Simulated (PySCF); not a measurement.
# A survey of $^{19}$F NMR shifts

Isolated molecule, one averaged value for each set of equivalent atoms, non-relativistic, a single conformation. Geometry: GFN2-xTB; shielding tensors at PBE0/pcSseg-1 (GIAO); PySCF.

Shieldings were converted by a linear fit to measured shifts: $^{19}$F (scatter 6.0 ppm rms, 7.0 ppm with the 5 outliers that the fit left out vs CFCl3, solution or neat liquid, with a term for F on sp3 carbon). Occasional misses reach two or three times the rms, and more in compound classes unlike the fitted ones.

Q: Give the $^{19}$F shifts of `CC(F)(F)[SiH2][SiH2]N`, `F[C@@H](C[SiH3])[C@@H]1O[C@@H]1F`, `C/C(F)=C(/CF)[SiH2]O`, `FCO[C@@H]1[SiH2]C[C@H]1F`, `CC#CC1=C(F)C=C[SiH2]1`.

A: 
```tsv
compound	environment	δ (ppm)
CC(F)(F)[SiH2][SiH2]N	fluorine of a CF2 group (×2)	-93.5
[F:1][C@@H:2]([CH2:3][SiH3:4])[C@@H:5]1[O:6][C@@H:7]1[F:8]	F8: fluorine on an sp3 carbon	-163.4
[F:1][C@@H:2]([CH2:3][SiH3:4])[C@@H:5]1[O:6][C@@H:7]1[F:8]	F1: fluorine on an sp3 carbon	-190.1
[CH3:1]/[C:2]([F:3])=[C:4](/[CH2:5][F:6])[SiH2:7][OH:8]	F3: vinylic fluorine	-59.1
[CH3:1]/[C:2]([F:3])=[C:4](/[CH2:5][F:6])[SiH2:7][OH:8]	F6: fluorine on an sp3 carbon	-218.8
[F:1][CH2:2][O:3][C@@H:4]1[SiH2:5][CH2:6][C@H:7]1[F:8]	F8: fluorine on an sp3 carbon	-140.2
[F:1][CH2:2][O:3][C@@H:4]1[SiH2:5][CH2:6][C@H:7]1[F:8]	F1: fluorine on an sp3 carbon	-145.1
CC#CC1=C(F)C=C[SiH2]1	vinylic fluorine	-83.8
```
